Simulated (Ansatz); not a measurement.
```yaml
crystal:
  periodic: [false, false, false]
  atoms:
    - {symbol: V, position_ang: [-0.115841, 0.000884, 0.352881]}
    - {symbol: N, position_ang: [1.725875, -0.008711, 0.160514]}
    - {symbol: H, position_ang: [2.278112, -0.009378, -0.706288]}
    - {symbol: H, position_ang: [2.368409, -0.006058, 0.965066]}
    - {symbol: N, position_ang: [-0.920652, 1.642172, 0.009987]}
    - {symbol: H, position_ang: [-0.449759, 2.538360, 0.187011]}
    - {symbol: H, position_ang: [-1.735000, 1.817990, -0.589813]}
    - {symbol: N, position_ang: [-0.931664, -1.635331, 0.012667]}
    - {symbol: H, position_ang: [-0.465567, -2.534706, 0.185967]}
    - {symbol: H, position_ang: [-1.753913, -1.805222, -0.577993]}
basis:
  gaussian: {orbitals: def2-mTZVPP}
magnetization: {spin_polarized: true, initial_magnetization: 4}
hamiltonian: {xc: {name: wB97}}
output: {forces: true}
```

```sh
$ ansatz run in.yaml --threads 4 --pin off --events-out ev --progress --plain --max-ram 8704MiB
```

It prints (some lines left out):

```
Functional definition: wB97
  name "wB97"
  cite "Chai & Head-Gordon, J. Chem. Phys. 128, 084106 (2008) doi:10.1063/1.2834918"
  cite "Becke, J. Chem. Phys. 107, 8554 (1997) doi:10.1063/1.475007"
  parameter omega = 0.4/bohr
  parameter cx1 = 1.13116
  parameter cx2 = -2.74915
  parameter cx3 = 12.0900
  parameter cx4 = -5.71642
  parameter css1 = -2.55352
  parameter css2 = 11.8926
  parameter css3 = -26.9452
  parameter css4 = 17.0927
  parameter cos1 = 3.99051
  parameter cos2 = -17.0066
  parameter cos3 = 1.07292
  parameter cos4 = 8.88211
  # The coefficients of nought are those of the uniform gas.
  exchange = spin_sum(e_x_unif_sr(omega)*poly(b97_u_x, 1, cx1, cx2, cx3, cx4)) + exact_x_lr(omega)
  correlation = spin_sum(e_c_pw_same_spin*poly(b97_u_same, 1, css1, css2, css3, css4))
      + integral(e_c_pw_opposite_spin*poly(b97_u_opposite, 1, cos1, cos2, cos3, cos4))
1168 factors; their error is unknown
436 factors; integrals over basis functions are off by at most 1.7e-5 eV
mean field evaluation 1: about -30245.7933 eV, gradient 4.5e1 eV
mean field evaluation 2: about -30246.5328 eV, gradient 4.5e1 eV
mean field evaluation 4: about -30253.7678 eV, gradient 2.1e0 eV
mean field evaluation 8: about -30253.8145 eV, gradient 3.1e-1 eV
mean field evaluation 16: about -30253.8093 eV, gradient 1.3e-1 eV
mean field evaluation 32: about -30253.8899 eV, gradient 8.6e-4 eV
mean field -30253.88985742 eV, -1111.8099454369 hartree, gradient 2.2e-5 eV, S^2 6.011467; 6 other end points of the search recorded, 0 dependent functions left out
the calculation of the forces begins
reference -30253.88986079 eV, -1111.8099455608 hartree; 27, 23 occupied and 108, 112 virtual orbitals, 1168 factors
Total energy: -30253.88986079 eV, -1111.8099455608 hartree
Atom 0 at    -0.115841     0.000884     0.352881 Å, force     2.196523     3.986421     1.982521 eV/Å
Atom 1 at     1.725875    -0.008711     0.160514 Å, force     2.292628    -0.554521    -0.514062 eV/Å
Atom 2 at     2.278112    -0.009378    -0.706288 Å, force    -0.199255     0.078351     0.655298 eV/Å
Atom 3 at     2.368409    -0.006058     0.965066 Å, force    -0.305960    -0.011591    -0.595635 eV/Å
Atom 4 at    -0.920652     1.642172     0.009987 Å, force    -1.595340     2.018386    -0.622376 eV/Å
Atom 5 at    -0.449759     2.538360     0.187011 Å, force    -0.481934    -0.560188    -0.001549 eV/Å
Atom 6 at    -1.735000     1.817990    -0.589813 Å, force     0.674939     0.088467     0.239050 eV/Å
Atom 7 at    -0.931664    -1.635331     0.012667 Å, force    -2.545048    -5.041876    -1.324159 eV/Å
Atom 8 at    -0.465567    -2.534706     0.185967 Å, force    -0.334432     0.128612     0.137575 eV/Å
Atom 9 at    -1.753913    -1.805222    -0.577993 Å, force     0.297881    -0.132060     0.043338 eV/Å
Dipole moment:    -0.266792    -0.920684    -0.140248 e Å
```

Hardware: 4 threads of Intel Xeon 6975P-C on a shared host. Wall time 12 s, peak host memory 0.57 GiB.
